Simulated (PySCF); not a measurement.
Species: C2H10FN2Si2 (doublet state).
Z-matrix (Å and degrees, GFN2-xTB geometry), rows numbered from 1:
```
C 
Si  1  1.8240
N   2  1.7243  1  113.92
F   2  1.6265  1  110.43  3  -113.29
Si  2  2.3514  1  112.61  3   131.03
N   5  1.7236  2  113.74  1    46.30
C   6  1.4429  5  121.96  2   -59.58
H   1  1.0773  2  120.90  3   -59.61
H   1  1.0778  2  120.34  3   148.58
H   3  1.0060  2  118.97  1  -156.66
H   3  1.0041  2  119.96  1    61.63
H   5  1.4726  2  109.75  1   -70.92
H   5  1.4684  2  115.38  1   164.58
H   6  1.0093  5  117.06  2    83.29
H   7  1.0883  6  108.70  5   -44.43
H   7  1.0909  6  110.12  5  -163.32
H   7  1.0969  6  112.67  5    75.33
```

The hyperfine couplings belong to this conformer and change with its torsions.

As a line formula: `[SiH2](NC)[Si@](N)([CH2])F` [radical].

Computed with UKS B3LYP, pcH-1 on C F H N Si, non-relativistic, mean-field spin-orbit, GIAO in PySCF 2.14.0. Geometry: GFN2-xTB, one conformer, isolated molecule. The geometry wasn't refined by DFT: couplings that depend on bond lengths, twists or pyramidal angles can differ widely from those at the functional's own minimum. Stability of the SCF solution: not tested.

(1) Give the principal g shifts and their parts.

(2) What effective moment and Curie constant follow for a powder?

(3) At 93.631 GHz, how far is the centre of the isotropic spectrum from where a free electron (g = 2.002319) resonates?

(4) How much does each term add to the isotropic shift?

(5) In a frozen sample, at which fields do the three g values resonate at 9.5, 34, 94 and 263 GHz (hyperfine left aside), and which band first spreads them over more than twice a line width of 0.5 mT?

Answers

(1) 
| Δg (ppm) | 1 | 2 | 3 |
| --- | --- | --- | --- |
| relativistic mass correction | -131 | -131 | -131 |
| gauge correction | 8 | 31 | 16 |
| orbital Zeeman/spin–orbit | -149 | 514 | 850 |
| total | -271 | 413 | 735 |

So g = 2.00205, 2.00273, 2.00305 and g_iso = 2.00261; the tensor is rhombic: the two nearest values differ by 32 % of g3 − g1. Axes: g2 points within 11° of the C1–Si2 bond.

(2) With the mean of g² = 4.0105 and S(S+1) = 0.75: μ_eff = √(⟨g²⟩S(S+1)) = 1.734 μB and χT = 0.12505·⟨g²⟩·S(S+1) = 0.376 cm³ K/mol (cgs; spin-Hamiltonian part alone).

(3) B = hν/(g μB) with μB/h = 13.99624 MHz/mT gives 3340.99 mT for the free electron and 3340.50 mT at g_iso, 0.49 mT lower.

(4) The orbital-Zeeman/spin–orbit term 405, the mass correction -131 and the gauge correction 18 ppm, for a total of 292 ppm. The orbital-Zeeman/spin–orbit term is the largest in size. The mass correction is the same along every axis, so the anisotropy comes from the other two: their spans along these axes are 23 (gauge) and 998 ppm (orbital Zeeman/spin–orbit).

(5) 
```json
{"band": "X", "GHz": "9.5", "B(g3) mT": "338.86", "B(g2) mT": "338.91", "B(g1) mT": "339.03", "spread mT": "0.17"}
{"band": "Q", "GHz": "34.0", "B(g3) mT": "1212.76", "B(g2) mT": "1212.95", "B(g1) mT": "1213.37", "spread mT": "0.61"}
{"band": "W", "GHz": "94.0", "B(g3) mT": "3352.92", "B(g2) mT": "3353.46", "B(g1) mT": "3354.61", "spread mT": "1.68"}
{"band": "J", "GHz": "263.0", "B(g3) mT": "9381.05", "B(g2) mT": "9382.56", "B(g1) mT": "9385.77", "spread mT": "4.71"}
```

The spread grows in proportion to the frequency. W band is the first where it exceeds 1.0 mT.

The largest Mulliken spin population is on C1 (+1.00). The angles at C1 add up to 354.4°, so it is nearly planar; its axial dipolar tensor and the negative couplings of its protons fit spin in a p orbital normal to that plane.

The HOMO–LUMO gaps are 5.80 eV among the α and 3.03 eV among the β orbitals.
